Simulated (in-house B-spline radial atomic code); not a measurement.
## Ionising Pr⁺ with different functionals

Computed with a B-spline radial code for spherical atoms: four-component Dirac-Coulomb Hamiltonian, Fermi nucleus of rms radius 4.8919 fm, spin-restricted, spherical fractional occupations for the functionals. The ionisation energy is the difference of two self-consistent energies, [Xe] 4f3 6s1 → [Xe] 4f3, without Breit or QED terms; ε is the level of the shell that loses the electron (mean over j).

Hybrids are left out here: with spherical fractional occupations of an open shell their exact exchange keeps a self-interaction that integer-occupation calculations don't have.

```
           method  rung  ΔSCF (eV)  -ε(6s) (eV)
         LDA VWN5   LDA      10.82         8.32
 relativistic LDA   LDA      10.80         8.31
         LDA PW92   LDA          ?            ?
LDA exchange-only   LDA       9.99         7.48
              PBE   GGA      10.62         8.08
           PBEsol   GGA      10.53         8.08
             BLYP   GGA          ?            ?
             RPBE   GGA      10.58         7.94
             PW91   GGA      10.66         8.10
             BP86   GGA      10.67         8.27
             AM05   GGA      10.50         8.03
             OLYP   GGA      10.50         7.69
```

What does BLYP give?

ΔSCF 10.73 eV, and -ε(6s) = 8.10 eV.

What does LDA PW92 give?

ΔSCF 10.82 eV, and -ε(6s) = 8.33 eV.

How do they compare with the NIST value?

NIST lists 10.63 eV ± 0.02 (semi-empirical, ground level to ground level). Errors run from -0.64 to +0.19 eV; PBE is closest (-0.01 eV), but part of that can be cancellation, since the calculations leave out Breit-QED terms, spin polarisation, the choice among j levels, multiplet and fine-structure energies.
